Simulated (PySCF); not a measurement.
**ZnSb: energy against distance**

Set-up: Zn def2-SVP, Sb def2-SVP with ECP28; scalar-relativistic core potentials (PySCF 2.14). Energies in eV from Zn + Sb in their ground configurations at the same level. State: ⁴Σ⁻ (quartet), unpaired electrons σ ↑, π ↑↑.

All columns are PBE0. A positive dipole means Zn(−)Sb(+).

```csv
R (Å),E (eV),μ (D),Mulliken charge on Zn (basis-dependent),HOMO (eV),LUMO (eV),Mayer bond order,⟨S²⟩
2.415,-0.043,-0.63,0.07,-4.76,-3.00,0.94,3.76
2.527,-0.229,-0.78,0.09,-4.84,-2.88,0.86,3.76
2.639,-0.321,-0.90,0.10,-4.92,-2.78,0.79,3.76
2.724,-0.349,-0.96,0.11,-4.98,-2.71,0.73,3.76
2.808,-0.354,-1.00,0.11,-5.05,-2.65,0.67,3.76
2.892,-0.344,-1.02,0.11,-5.11,-2.61,0.61,3.76
3.005,-0.317,-1.01,0.11,-5.19,-2.56,0.54,3.76
3.145,-0.272,-0.96,0.10,-5.30,-2.52,0.44,3.76
3.313,-0.217,-0.85,0.09,-5.43,-2.56,0.34,3.76
3.538,-0.154,-0.67,0.06,-5.60,-2.58,0.23,3.76
```

A fit through these points gives, at Re = 2.789 Å, μ = -0.99 D and dμ/dR = -0.407 D/Å; the reduced mass is 41.82 u.

Q: How strong is the fundamental in the double-harmonic approximation, I = 42.26·(dμ/dR)²/μred km/mol?

A: I = 42.26·(-0.407)²/41.82 = 0.167 km/mol at PBE0.

The bond is weak. Basis-set superposition, not corrected here, can be much of De in a small basis, most of all at correlated wavefunction levels. Functionals without a dispersion term scatter widely for such bonds, and LDA overbinds them. These are scalar-relativistic numbers at best; spin–orbit coupling would shift them, the dissociation energy most. The state is the lowest determinant that a PBE0 search found; another state may lie lower at other levels.
